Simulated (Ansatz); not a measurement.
Ideal-gas functions of `N[SiH2][SeH]` at 298.15 K and 1 bar, from an Ansatz frequency run at PBE0-D4/def2-TZVP.

Molar mass 126.09 g/mol, point group C1 (symmetry number 1), electronic degeneracy 1, moments of inertia 28.961, 223.473, 240.139 u Å². Harmonic wavenumbers (cm⁻¹, unscaled): 133, 210, 237, 375, 433, 464, 630, 763, 859, 881, 909, 927, 1584, 2238, 2250, 2441, 3599, 3692.

Use S(trans) = R[1.5 ln M + 2.5 ln T − 1.1517]; rotational temperatures θ = 24.2544 K / I; S(rot) = R[ln(√π/σ · √(T³/θAθBθC)) + 1.5]; for each mode x = 1.438777 ν̃/T, S = R[x/(eˣ − 1) − ln(1 − e⁻ˣ)] and H = RT x/(eˣ − 1); 1 cm⁻¹ = 0.0119627 kJ/mol; R = 8.31446 J/(mol·K).

Problem. By hand: the entropy, in J/(mol·K).

Solution. Translation 169.2. Rotation: θ = 0.8375, 0.1085, 0.101 K, giving 107.8. Vibration, mode by mode: 12.14, 8.55, 7.64, 4.43, 3.55, 3.16, 1.68, 1.00, 0.69, 0.63, 0.56, 0.52, 0.03, 0.00, 0.00, 0.00, 0.00, 0.00, in all 44.6. Electronic 0.0. Sum 321.6 J/(mol·K).

Problem. By hand: H − E and G − E in kJ/mol, counted from the electronic energy.

Solution. Zero-point energy ½ × 22625 × 0.0119627 = 135.3; thermal vibration 8.0; translation, rotation and pV give 4 RT = 9.9. H − E = 153.2 kJ/mol, and G − E = 153.2 − 298.15 × 321.6/1000 = 57.3 kJ/mol.

Vibration gives 14 % of the entropy, 12.1 J/(mol·K) of it from the mode under 150 cm⁻¹: soft modes count most, and the harmonic formula is weakest for them. The sum counts one conformer and one mirror image; others add a mixing term.
